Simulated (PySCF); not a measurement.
Electron correlation in Se(2+) (selenium, charge +2)

[Ar] 3d10 4s2 4p2, high-spin 3P determinant. All numbers are calculated (PySCF 2.14, the spin-free X2C one-electron Hamiltonian (Gaussian nucleus), in ANO-RCC-VTZP (6s5p3d1f, 43 functions)). Frozen: [Ne]; 22 electrons correlated.

```csv
level,correlation energy (mhartree)
CCSD,-142.08
(T),-4.31
CCSD(T),-146.39
```

Diagnostics: T1 = 0.0043, D1 = 0.0189, largest double amplitude 0.090.

Task: Is a single reference adequate?

Result: Mostly. T1 lies below 0.03, but a double amplitude of this size points to a near-degeneracy that CCSD handles and MP2 describes poorly.
